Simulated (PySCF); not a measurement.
CrF3, neutral, multiplicity 4. Atoms are numbered in the order given.

```xyz
4

Cr     0.0000     0.0000     0.0000
F     -1.7126     0.0000     0.0000
F      0.8563     1.4832     0.0000
F      0.8563    -1.4832     0.0000
```
Charge 0, spin multiplicity 4.

Geometry optimised at TPSSh-D3(BJ)/def2-SVP. The spin state was assumed, not searched.

All values below come from TDA-M06-2X/def2-SVPD in PySCF 2.14.0.

Vertical excitations; the highest root listed may be one member of a degenerate set. Gas-phase values at a fixed geometry.

```csv
state,energy (eV),λ (nm),f,main pairs
root 1,1.04,1193,0.000,"α HOMO−1→LUMO 43 %, α HOMO−2→LUMO+1 41 %, α HOMO−9→LUMO 7 %, α HOMO−10→LUMO+1 7 %"
root 2,1.07,1155,0.000,"α HOMO−2→LUMO 43 %, α HOMO−1→LUMO+1 41 %, α HOMO−10→LUMO 7 %, α HOMO−9→LUMO+1 7 %"
root 3,1.49,831,0.001,α HOMO→LUMO+1 92 %
root 4,1.50,826,0.001,α HOMO→LUMO 92 %
root 5,1.53,811,0.000,"α HOMO−2→LUMO+1, α HOMO−1→LUMO, α HOMO−10→LUMO+1 (degenerate set)"
root 6,1.53,811,0.000,"α HOMO−1→LUMO+1, α HOMO−2→LUMO, α HOMO−9→LUMO+1 (degenerate set)"
root 7,6.72,184,0.006,α HOMO−3→LUMO (degenerate set)
root 8,6.72,184,0.006,α HOMO−3→LUMO+1 (degenerate set)
root 9,7.05,176,0.000,"α HOMO−5→LUMO 49 %, α HOMO−4→LUMO+1 48 %"
root 10,7.09,175,0.000,"α HOMO−4→LUMO 48 %, α HOMO−5→LUMO+1 47 %"
```
Unrestricted roots are not spin-pure.
